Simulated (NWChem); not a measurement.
A series in which one site is exchanged, each optimised at B3LYP/6-31G* with NWChem, gas phase unless a solvent is named. Pople sets run with spherical d functions. This build's default masses of Se (78.918 u) and Br (79.917 u) are each other's, which moves their modes by up to 0.6 %.

A: [F][Ga]([F])[F] (GaF3; site = F)
B: [Br][Ga]([F])[F] (GaBrF₂; site = Br)
C: [F][Ga]([F])[Cl] (GaClF2; site = Cl)
D: [F][GaH][F] (GaHF₂; site = H)

| quantity | A | B | C | D |
|---|---|---|---|---|
| orbital gap (eV), B3LYP/6-31G* | 8.21 | ___ | 6.93 | 8.31 |
| highest harmonic frequency (cm⁻¹), B3LYP/6-31G* | 748 | ___ | 738 | 2037 |
| vertical ionisation energy, ΔSCF, B3LYP/def2-SVP (eV) | 14.09 | ___ | 12.62 | 12.84 |

### Question
What belongs in the gaps?

### Answer

- orbital gap (eV), B3LYP/6-31G*, B: 6.25
- highest harmonic frequency (cm⁻¹), B3LYP/6-31G*, B: 732
- vertical ionisation energy, ΔSCF, B3LYP/def2-SVP (eV), B: 11.91
